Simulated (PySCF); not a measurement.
C₄H₉O, SMILES [OH+]1CCCC1, charge +1. The structure is a stationary point at PBE-D3(BJ)/def2-SVP. The isomer is the one that the SMILES or the coordinates give; other isomers of the formula were not compared. One conformer was computed; it need not be the lowest.

These are PBE-D3(BJ)/def2-SVP in PySCF values and carry that method's errors.

Harmonic wavenumbers (cm⁻¹): 135, 269, 491, 539, 661, 718, 762, 818, 872, 907, 916, 959, 1027, 1081, 1141, 1153, 1185, 1214, 1263, 1269, 1314, 1330, 1345, 1405, 1410, 1428, 1441, 3014, 3020, 3030, 3045, 3081, 3086, 3124, 3127, 3613. Rotational constants (GHz): 6.624, 6.538, 3.760; symmetry number 1.

Question: Work out the zero-point energy and the ideal-gas rigid-rotor harmonic-oscillator thermochemistry at 298.15 K and 1 atm.

Answer: ZPE = ½ Σ hcν = ½ × 55193 cm⁻¹ = 330.13 kJ/mol. H − E(el) = 346.29 kJ/mol. Entropy in J/(mol K): translation 162.27, rotation 104.99, vibration 32.90, total 300.17. G − E(el) = 256.80 kJ/mol. Cp = 90.67 J/(mol K). Modes under 150 cm⁻¹ make the vibrational entropy uncertain.
